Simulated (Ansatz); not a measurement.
`BC1=CC1F`, 9 atoms. The species carries charge 0 and has multiplicity 1. All runs use 2 threads of an Arm Neoverse V1 on a shared host. Correlated methods freeze the cores.

How many basis functions does each run have, and how long does it take in Ansatz? RKS PBE0-D4/def2-TZVP frequencies; RHF-CCSD(T)/def2-TZVPP energy; RKS PBE0-D4/def2-SVP energy; RKS ωB97M-V/def2-SVP energy; RKS SPW92 (LDA)/def2-TZVPP energy; RKS ωB97M-V/def2-QZVPP energy; RHF-MP2/def2-QZVPP energy; RKS PBE0-D4/def2-QZVPP energy; RKS PBE0-D4/def2-TZVPP energy; direct RPA on PBE orbitals/def2-TZVPP energy; RKS PBE0-D4/def2-TZVP relaxation (13 steps); RKS HSE06 (plane-wave form)-D4/def2-TZVPP energy. (An estimate is asked.)

Ansatz gave: Other jobs shared the machine, so times are rough.

```json
{"level": "RKS PBE0-D4/def2-SVP", "job": "energy", "functions": "90", "wall time": "1.1 s", "peak host memory (GiB)": "0.15"}
{"level": "RKS SPW92 (LDA)/def2-TZVPP", "job": "energy", "functions": "211", "wall time": "1.4 s", "peak host memory (GiB)": "0.21"}
{"level": "RKS PBE0-D4/def2-TZVPP", "job": "energy", "functions": "211", "wall time": "3 s", "peak host memory (GiB)": "0.37"}
{"level": "RKS HSE06 (plane-wave form)-D4/def2-TZVPP", "job": "energy", "functions": "211", "wall time": "3.2 s", "peak host memory (GiB)": "0.4"}
{"level": "RKS ωB97M-V/def2-SVP", "job": "energy", "functions": "90", "wall time": "4.7 s", "peak host memory (GiB)": "0.23"}
{"level": "direct RPA on PBE orbitals/def2-TZVPP", "job": "energy", "functions": "211", "wall time": "6 s", "peak host memory (GiB)": "0.43"}
{"level": "RKS PBE0-D4/def2-QZVPP", "job": "energy", "functions": "405", "wall time": "7.5 s", "peak host memory (GiB)": "1"}
{"level": "RKS ωB97M-V/def2-QZVPP", "job": "energy", "functions": "405", "wall time": "20 s", "peak host memory (GiB)": "1.2"}
{"level": "RHF-MP2/def2-QZVPP", "job": "energy", "functions": "405", "wall time": "23 s", "peak host memory (GiB)": "2"}
{"level": "RKS PBE0-D4/def2-TZVP", "job": "relaxation (13 steps)", "functions": "179", "wall time": "49 s", "peak host memory (GiB)": "0.37"}
{"level": "RHF-CCSD(T)/def2-TZVPP", "job": "energy", "functions": "211", "wall time": "110 s", "peak host memory (GiB)": "3.2"}
{"level": "RKS PBE0-D4/def2-TZVP", "job": "frequencies", "functions": "179", "wall time": "2.3 min", "peak host memory (GiB)": "0.36"}
```
